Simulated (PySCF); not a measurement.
C$_{2}$H$_{4}$Cl, doublet, at a GFN2-xTB geometry. Base run: CCSD/3-21G in PySCF.

The PySCF input:
```python
from pyscf import gto, scf, cc

mol = gto.Mole()
mol.atom = '''
    C     0.046773    0.704712   -0.204543
    C     1.515152    0.668228   -0.062843
    Cl   -0.860444   -0.685773    0.147169
    H    -0.450456    1.441492   -0.808442
    H     1.902369    1.683393    0.001158
    H     1.804676    0.114343    0.829105
    H     1.999405    0.181265   -0.919381
'''
mol.basis = '3-21g'
mol.charge = 0
mol.spin = 1
mol.verbose = 4
mol.build()

mf = scf.UHF(mol)
mf.kernel()

mycc = cc.CCSD(mf)
mycc.kernel()
print('E(CCSD) = %.10f' % mycc.e_tot)
```

The base was run again with changes. Order these runs by total energy, lowest first: frozen = 8 | method = ccsd(t) | method = mp2.

method = ccsd(t) (ΔE vs base (kcal/mol) -3.30), method = mp2 (ΔE vs base (kcal/mol) 19.60), frozen = 8 (ΔE vs base (kcal/mol) 21.36)

Open shells are given as the SCF converged; they aren't shown to be the lowest states, and a large step between rows can be another state.
